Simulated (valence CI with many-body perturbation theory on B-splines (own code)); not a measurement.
**A CI+MBPT run for Os⁶⁹⁺**

Calculated by configuration interaction combined with many-body perturbation theory (CI+MBPT): five valence electrons over a frozen Dirac-Fock core [He], a basis of 9 s, 9 p, 8 d, 6 f, 3 g, 1 h functions for each j, with the one-electron correlation potential Σ1 (screened to all orders), the two-electron term Σ2, the three-electron term Σ3, Breit, model QED; selected single and double excitations, second order for the rest (own B-spline code, finite nucleus).

Command, and the settings that its task file holds:

```sh
python run_cv.py task.json out
```

```
atom Os  Z=76  mass_number=192  rms_radius_fm=5.4126
core [He]
valence 2s2 2p3
avg = 1
basis = M
breit = 1
cap = 40000
capref = 1200
cscale = 1
de = 0.0
dress = 0
eps = 2e-08
h = 0.27
hh = 1
l2 = 3
lcore = 6
maxit = 60
n2 = 5
natural = 1
nlev = 45
nno = [5, 5, 5, 4, 2, 1]
nroot = 26
nsp = [4, 4, 3, 2, 1, 0]
pt2 = 1
qed = 1
rpa = 1
s1 = 1
s2 = 1
s3 = 1
screen = 1
tol = 2e-05
```

It took 2 min on 1 thread of Intel(R) Xeon(R) 6975P-C (Granite Rapids), with other jobs on the host.

Log. The first blocks belong to the next ion, which gives the ionisation energy. Fields: 2J, parity (1 odd), roots, reference size, generating configurations, candidates as configurations/state functions, variational space P, stored matrix elements, Davidson steps; e2 is the range of second-order energies in hartree. The first line gives the box (bohr), its intervals, the orbitals and the steps of their self-consistent field. Window is the range of levels sought, series limit the energy at which the first omitted orbital would enter, core excitation an estimate of the first excitation out of the core, left out the lowest levels not solved, and shifts from estimates the range by which levels moved from their first estimate, all in cm⁻¹.

```
rmax 1.2 intervals 53 orbitals 63 references ['2s2 2p3', '2s 2p4', '2p5'] scf 2 t 0.3
2J=0 par=0 roots 2 ref 28 generators 3 cand 3355/4621 P 1996/2838 nnz 1.1e+06 it 4
2J=0 par=0 roots 2 ref 28 generators 4 cand 1385/1811 P 2331/3322 nnz 1.4e+06 it 4
   second order: generators 5 cand 2668/4527 e2 -0.00001 -0.00000
reference levels 619, estimated 419, window 93372234 1/cm; series limit 118926381, core excitation 502716820
2J=3 par=1 roots 16 ref 100 generators 15 cand 27625/205107 P 2056/7998 nnz 5.1e+06 it 5
2J=3 par=1 roots 16 ref 100 generators 20 cand 27385/209379 P 7306/39992 nnz 7.7e+07 it 9
   second order: generators 24 cand 26259/207687 e2 -0.00526 -0.00097
2J=5 par=1 roots 10 ref 85 generators 11 cand 26667/242753 P 1883/7998 nnz 5.7e+06 it 5
2J=5 par=1 roots 10 ref 85 generators 13 cand 27337/250903 P 6418/40000 nnz 8.5e+07 it 5
   second order: generators 20 cand 27823/259805 e2 -0.00426 -0.00217
2J=1 par=1 roots 11 ref 66 generators 13 cand 24109/114737 P 2801/8000 nnz 4.3e+06 it 5
2J=1 par=1 roots 11 ref 66 generators 17 cand 23446/115254 P 10117/39995 nnz 7.2e+07 it 7
   second order: generators 24 cand 24036/124314 e2 -0.00107 -0.00014
2J=5 par=0 roots 12 ref 75 generators 12 cand 27492/234057 P 2025/7999 nnz 5.8e+06 it 5
2J=5 par=0 roots 12 ref 75 generators 17 cand 28105/253681 P 6712/39997 nnz 8.3e+07 it 8
   second order: generators 21 cand 26042/248135 e2 -0.00528 -0.00224
2J=1 par=0 roots 12 ref 61 generators 13 cand 23298/108803 P 2827/7998 nnz 4.4e+06 it 6
2J=1 par=0 roots 12 ref 61 generators 19 cand 23471/115292 P 10306/40000 nnz 7.1e+07 it 5
   second order: generators 25 cand 21725/105962 e2 -0.00109 -0.00011
2J=3 par=0 roots 15 ref 85 generators 12 cand 26817/194377 P 1968/7997 nnz 5.5e+06 it 7
2J=3 par=0 roots 15 ref 85 generators 17 cand 27464/209400 P 7203/39999 nnz 7.9e+07 it 9
   second order: generators 22 cand 25596/201634 e2 -0.00494 -0.00148
2J=7 par=1 roots 5 ref 54 generators 7 cand 21763/220675 P 1859/7995 nnz 5.8e+06 it 5
2J=7 par=1 roots 5 ref 54 generators 8 cand 21394/217406 P 5944/39997 nnz 9.6e+07 it 5
   second order: generators 12 cand 20599/203890 e2 -0.00236 -0.00144
2J=7 par=0 roots 5 ref 40 generators 6 cand 20898/206783 P 1893/7980 nnz 5.7e+06 it 5
2J=7 par=0 roots 5 ref 40 generators 8 cand 21309/217237 P 5817/39987 nnz 9.7e+07 it 5
   second order: generators 11 cand 18203/187324 e2 -0.00234 -0.00127
2J=9 par=0 roots 2 ref 18 generators 4 cand 12936/124553 P 1698/7988 nnz 7.1e+06 it 4
2J=9 par=0 roots 2 ref 18 generators 5 cand 12655/120683 P 5448/39074 nnz 1.4e+08 it 5
   second order: generators 5 cand 8905/89597 e2 -0.00022 -0.00007
2J=9 par=1 roots 2 ref 22 generators 3 cand 11461/120578 P 1719/8000 nnz 6.3e+06 it 4
2J=9 par=1 roots 2 ref 22 generators 3 cand 10447/115094 P 5114/39996 nnz 1.3e+08 it 5
   second order: generators 4 cand 7714/84694 e2 -0.00039 -0.00020
left out: unestimated 113347019, estimated 102983488, shifts from estimates -175 to 199
operators 0.1
```

The Davidson iterations converged.

No measured spectrum was set against this ion. As an estimate, large intervals hold to a few tenths of a per cent, small ones and those within an open d or f shell to about a per cent. Among the levels kept, up to 1200 cm⁻¹ of a level comes from second order outside the variational space, and about a tenth of that is noise between levels of different J, which matters for small intervals.

```
Valence energy                            : -3628.981 hartree
Ionisation energy                         : 17621 eV (NIST: 17620 ± 50 eV (theoretical))
Reference configurations for the orbitals : 2s2 2p3, 2s 2p4, 2p5
Radial orbitals                           : 63
Box radius                                : 1.204 bohr
Largest variational space                 : 40000
Lowest levels                             : (2s^2 2p1/2^2 2p3/2) J=3/2 0.0, (2s^2 2p1/2 2p3/2^2) J=3/2 1572.5, (2s^2 2p1/2 2p3/2^2) J=5/2 1595.6, (2s^2 2p1/2 2p3/2^2) J=1/2 1650.8, (2s 2p1/2^2 2p3/2^2) J=5/2 1934.0, (2s 2p1/2^2 2p3/2^2) J=1/2 2044.3, (2s 2p1/2^2 2p3/2^2) J=3/2 2045.6, (2s^2 2p3/2^3) J=3/2 3227.0, (2s 2p1/2 2p3/2^3) J=3/2 [a] 3535.5, (2s 2p1/2 2p3/2^3) J=5/2 3577.3, (2s 2p1/2 2p3/2^3) J=1/2 3645.9, (2s 2p1/2 2p3/2^3) J=3/2 [b] 3653.7, (2p1/2^2 2p3/2^3) J=3/2 4052.5, (2s 2p3/2^4) J=1/2 5237.7 eV
```

Levels are named by their leading jj configuration (3d3/2^4 stands for four electrons in 3d with j = 3/2), which in mixed levels can hold well under half, so a name can repeat and another be missing. Letters in brackets count levels of one name in rising energy.
